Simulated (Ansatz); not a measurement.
## Worked example: CH3Cl + C2H9FSi2 → CH3F + C2H9ClSi2

Species: CH3Cl (chloromethane) `CCl`, singlet; C2H9FSi2 `C[SiH](C)[SiH2]F`, singlet; CH3F (fluoromethane) `CF`, singlet; C2H9ClSi2 `C[SiH](C)[SiH2]Cl`, singlet. The partners trade Cl for F: C–Cl and Si–F bonds give way to C–F and Si–Cl.

Shapes, held fixed at every level: PBE0-D4/def2-TZVP. Flexible molecules stand in one conformer, not always the lowest. Programs: Ansatz 0.2.0. Electronic energies: no zero-point or thermal term.

At CCSD(T)/CBS estimate; 1 Eh = 2625.50 kJ/mol:

| species | energy (Eh) |
| --- | --- |
| CH3Cl | -499.632200 |
| C2H9FSi2 | -759.553125 |
| CH3F | -139.634611 |
| C2H9ClSi2 | -1119.530054 |

Question: Work out ΔE of the reaction at this level.

Answer: 
1. Products less reactants: (-139.634611) + (-1119.530054) − [(-499.632200) + (-759.553125)] = 0.020660 Eh = +54.2 kJ/mol.

Other levels give +44.5 (PBE0-D4/def2-TZVPP) to +54.7 kJ/mol (B2PLYP/def2-TZVPP). No measured value is set beside it here. The CBS estimate extrapolates MP2 from def2-TZVPP and def2-QZVPP and adds CCSD(T) − MP2 in the triple-zeta set, cores frozen.
